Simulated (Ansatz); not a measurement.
Stepwise reaction of `CS[Si]SC` with hydrogen sulfide, as a gas-phase model of exchange steps in deposition or etching. ΔE in kJ/mol.

Isolated molecules relaxed with PBE0-D4/def2-TZVP in Ansatz; ΔE leaves out vibrations. CCSD(T)/CBS adds triple-zeta CCSD(T) − MP2 to the extrapolated MP2 energy (def2 sets, frozen cores). This one scheme is used for every species. Functionals use def2-TZVPP. B3LYP here is the variant with VWN-RPA as its local correlation; programs differ in this. Each species was taken in one conformer, which may not be the lowest.

| step | reaction | PBE-D4 | B3LYP-D4 | ωB97M-V | CCSD(T)/CBS |
| --- | --- | --- | --- | --- | --- |
| 2 | `CS[Si]S` + H₂S → `S[Si]S` + CH₃SH | 6.5 | 4.9 | 3.4 | 5.4 |

(1) Give the row of step 1, `CS[Si]SC` + H₂S → `CS[Si]S` + CH₃SH. (An estimate is asked.)

(2) By hand: ΔE of the 2 steps together at CCSD(T)/CBS.

Results:

(1) Ansatz gave: 
```csv
step,reaction,PBE-D4,B3LYP-D4,ωB97M-V,CCSD(T)/CBS
1,`CS[Si]SC` + H₂S → `CS[Si]S` + CH₃SH,-20.1,-19.8,-25.0,-21.5
```

(2) (-21.5) + (5.4) = -16.1 kJ/mol, or -8.1 kJ/mol a step.

In ΔE each step is higher than the one before. PBE-D4 differs from CCSD(T)/CBS by 1.1 to 1.4 kJ/mol a step. Isolated molecules leave out the surface, adducts and barriers. Largest T1 diagnostic: 0.015.
